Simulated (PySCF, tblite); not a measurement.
Isomers of C2H13NSi3, one GFN2-xTB conformer each. Single-point energies are computed at PBE0/pcSseg-1 (PySCF, gas phase, no added dispersion term), electronic only.

| SMILES | GFN2-xTB relative energy (kJ/mol) |
| --- | --- |
| CN(C)[SiH2][SiH2][SiH3] | 177.1 |
| C[SiH](C)N([SiH3])[SiH3] | 0.0 |

Conformers: `[CH3:1][N:2]([CH3:3])[SiH2:4][SiH2:5][SiH3:6]` with C1–N2–Si4–Si5 -74°, N2–Si4–Si5–Si6 18°; `[CH3:1][SiH:2]([CH3:3])[N:4]([SiH3:5])[SiH3:6]` with C1–Si2–N4–Si5 177°.

Q: What does PBE0/pcSseg-1 give for the same structures?

A: 
| SMILES | PBE0/pcSseg-1 E (Eh) | PBE0/pcSseg-1 (kJ/mol) | GFN2-xTB (kJ/mol) | point group |
| --- | --- | --- | --- | --- |
| C[SiH](C)N([SiH3])[SiH3] | -1006.75095 | 0.0 | 0.0 | C1 |
| CN(C)[SiH2][SiH2][SiH3] | -1006.66972 | 213.3 | 177.1 | C1 |

Both levels put the same isomer lowest. As drawn, the lower has an Si–C bond, which the higher lacks; the higher has an Si–Si bond, which the lower lacks.

Q: Which frontier levels, dipoles and rotational constants go with these structures?

A: 
| SMILES | HOMO (eV, PBE0/pcSseg-1) | LUMO (eV) | dipole (D) | A, B, C (MHz) |
| --- | --- | --- | --- | --- |
| C[SiH](C)N([SiH3])[SiH3] | -7.23 | 0.18 | 0.67 | 2012, 1517, 973.9 |
| CN(C)[SiH2][SiH2][SiH3] | -6.22 | -0.56 | 0.67 | 2230, 1103, 886.8 |

Q: What happens when harmonic zero-point energies from GFN2-xTB frequencies are added?

A: 
| SMILES | ZPE (kJ/mol) | electronic (kJ/mol) | with ZPE (kJ/mol) |
| --- | --- | --- | --- |
| C[SiH](C)N([SiH3])[SiH3] | 356.8 | 0.0 | 0.0 |
| CN(C)[SiH2][SiH2][SiH3] | 359.7 | 213.3 | 216.1 |

The zero-point energies span 2.9 kJ/mol. The order is unchanged.
